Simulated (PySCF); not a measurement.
[CrF6]2-: Cr(IV) (d2), charge -2. The structure is a PBE0-D3(BJ)/def2-SVP, IEF-PCM water geometry optimised for multiplicity 3; coordination octahedral, point group Oh, metal–donor distances 1.81 Å.

```
7

Cr    0.000    0.000    0.000
F     0.000    0.000    1.809
F     0.000    0.000   -1.809
F     1.809    0.000    0.000
F    -1.809    0.000    0.000
F     0.000    1.809    0.000
F     0.000   -1.809    0.000
```

Method (PySCF 2.14, density fitting): CASSCF(2,5) with orbitals averaged over all microstates of the shell, strongly contracted NEVPT2 on the averaged canonical orbitals; basis x2c-TZVPall; spin-free X2C; IEF-PCM water; spin-orbit coupling by state interaction with the mean-field operator over all roots.

Problem. Which term lies lowest, and with what spin?

Solution. 3T1g (S = 1, orbital degeneracy 3), with 2.0 electrons in the lower (t2g-type) set and 0.0 in the upper (eg-type) set, by NEVPT2.

Problem. Where do the spin-allowed transitions within the shell lie?

Solution. By NEVPT2: 3T2g at 23170 cm⁻¹ (432 nm); 3T1g at 33026 cm⁻¹ (303 nm); 3A2g at 48035 cm⁻¹ (208 nm). All are electric-dipole forbidden at this geometry.

Problem. Which is the lowest state of another spin?

Solution. 1T2g at 13161 cm⁻¹ by NEVPT2; CASSCF alone puts it at 15090 cm⁻¹ above the same ground state.

Problem. Give the fitted ligand-field and repulsion parameters.

Solution. At CASSCF level (the NEVPT2 levels don't fit a ligand-field model well): orbital energies 0, 0, 0, 21155, 21155 cm⁻¹; 10Dq = 21155 cm⁻¹; B = 1038 cm⁻¹; C = 3929 cm⁻¹; B over its free-ion value at the same level 0.824; rms of the fit 328 cm⁻¹; ζ = 270 cm⁻¹ (free ion 319).

Problem. What magnetic behaviour follows?

Solution. Degenerate or low-lying orbital states mix with the ground state, so no spin-only Hamiltonian applies. The lowest spin-orbit level is 2-fold; the next lies at 5.8 cm⁻¹. The two lowest states form a pseudo-doublet split by 0.000 cm⁻¹ with g_z = 0.00. μeff is 2.43 μB at 300 K and 1.03 μB at 10 K; the spin-only value is 2.83 μB.

No frequencies were computed for the optimised geometry. Charge-transfer states lie outside this active space and may come lower than some of these levels. The ground state is orbitally degenerate in this regular structure, which would distort (Jahn–Teller), so its moment is that of the undistorted model. NEVPT2 lifts 3T2g from 19622 to 23170 cm⁻¹; on the d shell alone it tends to overshoot states that fill the eg-type orbitals. NEVPT2 on the d shell alone tends to put d–d bands too high for such charged or covalently bound ions.

The job took 45 s on one thread of Arm Neoverse N1 (shared host), with 234 basis functions and a peak of 0.71 GiB, launched as `OMP_NUM_THREADS=1 python lf_run.py task.json out`.
